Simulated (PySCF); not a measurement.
Worked example: dipole moment from atomic charges

Zn(H)(Et) (C2H6Zn), SMILES C[CH2][ZnH]. Atoms are numbered in the order given.

```xyz
9

Zn    -0.0480    -0.8491     0.0000
H     -0.5960    -2.3056     0.0000
C      0.6529     0.9787     0.0000
C     -0.4061     2.0910     0.0000
H      1.3213     1.0853    -0.8840
H      1.3213     1.0853     0.8840
H     -1.0675     2.0410     0.8906
H     -1.0675     2.0410    -0.8906
H      0.0490     3.1063     0.0000
```
Charge 0, spin multiplicity 1.

Geometry optimised at PBE-D3(BJ)/def2-SVP.

Charges (e) from PBE0/def2-TZVPD in PySCF:

| atom | ESP fit | IAO |
|---|---|---|
| Zn1 | 0.509 | 1.071 |
| H2 | -0.305 | -0.489 |
| C3 | -0.202 | -0.823 |
| C4 | -0.035 | -0.410 |
| H5 | 0.006 | 0.129 |
| H6 | 0.006 | 0.129 |
| H7 | 0.002 | 0.131 |
| H8 | 0.002 | 0.131 |
| H9 | 0.018 | 0.130 |

The dipole moment of the full density is 0.58 D.

**Question.** What dipole moment does each set of point charges give, and which comes closer to that of the density?

**Answer.** 
μ = Σ q r, and 1 e Å = 4.8032 D.
ESP fit: Σ q r = (0.052, 0.077, 0.000) e Å, |μ| = 0.45 D.
IAO: Σ q r = (-0.063, -0.226, 0.000) e Å, |μ| = 1.13 D.
ESP fit comes closer in size. Point charges leave out the atoms' own dipoles (lone pairs, polarised bonds); fits to the potential absorb them, partitions of the density don't.
